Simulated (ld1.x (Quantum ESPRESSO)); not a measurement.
## Pseudopotential generation for lithium: ultrasoft, PBE, non-relativistic.

ld1.x (Quantum ESPRESSO) 7.5 was run on this input:

```
&input
   title='Li', zed=3., rel=0, dft='PBE', iswitch=3,
   config='[He] 2s0.75 2p0.25',
   nld=2, rlderiv=5.15, eminld=-2.0, emaxld=5.0, deld=0.02
 /
 &inputp
   pseudotype=3, tm=.true., lloc=-1, rcloc=2.80,
   nlcc=.false.,
   file_pseudopw='Li.UPF', file_wfcaegen='ae.wfc', file_wfcncgen='nc.wfc', file_beta='beta', file_chi='chi', file_wfcusgen='us.wfc'
 /
4
2S  1  0   0.75   0.00  3.05  3.70  0.0
2S  1  0   0.00   5.05  3.05  3.70  0.0
2P  2  1   0.25   0.00  4.25  4.75  0.0
2P  2  1   0.00   1.65  4.25  4.75  0.0
 &test
   configts(1)='2s0.75 2p0.25'
 /
```

Command:

```bash
ld1.x < Li.in > Li.out
```

Output (shortened: banner, matrices, multipoles, cross overlaps and the repeated all-electron block are left out):

```
[... start of the log left out ...]
       Zero norm: self consistency problem; state:  1 (l=  0, j=0.0)
       Zero norm: self consistency problem; state:  1 (l=  0, j=0.0)
       Zero norm: self consistency problem; state:  1 (l=  0, j=0.0)
       Zero norm: self consistency problem; state:  1 (l=  0, j=0.0)
       Zero norm: self consistency problem; state:  1 (l=  0, j=0.0)
       Zero norm: self consistency problem; state:  1 (l=  0, j=0.0)
       Zero norm: self consistency problem; state:  1 (l=  0, j=0.0)
       Zero norm: self consistency problem; state:  1 (l=  0, j=0.0)
       Zero norm: self consistency problem; state:  1 (l=  0, j=0.0)
       Zero norm: self consistency problem; state:  1 (l=  0, j=0.0)
       Zero norm: self consistency problem; state:  1 (l=  0, j=0.0)
       Zero norm: self consistency problem; state:  1 (l=  0, j=0.0)
       Zero norm: self consistency problem; state:  1 (l=  0, j=0.0)
       Zero norm: self consistency problem; state:  1 (l=  0, j=0.0)
       Zero norm: self consistency problem; state:  1 (l=  0, j=0.0)
       Zero norm: self consistency problem; state:  1 (l=  0, j=0.0)
       Zero norm: self consistency problem; state:  1 (l=  0, j=0.0)
       Zero norm: self consistency problem; state:  1 (l=  0, j=0.0)
       Zero norm: self consistency problem; state:  1 (l=  0, j=0.0)
       Zero norm: self consistency problem; state:  1 (l=  0, j=0.0)
       Zero norm: self consistency problem; state:  1 (l=  0, j=0.0)
       Zero norm: self consistency problem; state:  1 (l=  0, j=0.0)
       Zero norm: self consistency problem; state:  1 (l=  0, j=0.0)
       Zero norm: self consistency problem; state:  1 (l=  0, j=0.0)
       Zero norm: self consistency problem; state:  1 (l=  0, j=0.0)
       Zero norm: self consistency problem; state:  1 (l=  0, j=0.0)
       Zero norm: self consistency problem; state:  1 (l=  0, j=0.0)
       Zero norm: self consistency problem; state:  1 (l=  0, j=0.0)
       Zero norm: self consistency problem; state:  1 (l=  0, j=0.0)

 %%%%%%%%%%%%%%%%%%%%%%%%%%%%%%%%%%%%%%%%%%%%%%%%%%%%%%%%%%%%%%%%%%%%%%%%%%%%%%
     Error in routine run_pseudo (1):
     Errors in PS-KS equation
 %%%%%%%%%%%%%%%%%%%%%%%%%%%%%%%%%%%%%%%%%%%%%%%%%%%%%%%%%%%%%%%%%%%%%%%%%%%%%%

     stopping ...
```

The run stopped because the pseudo-atom solver did not find the valence states with the expected number of nodes, which is the usual sign of a ghost state.

The run took about 0.38 s on one core of a shared server CPU.
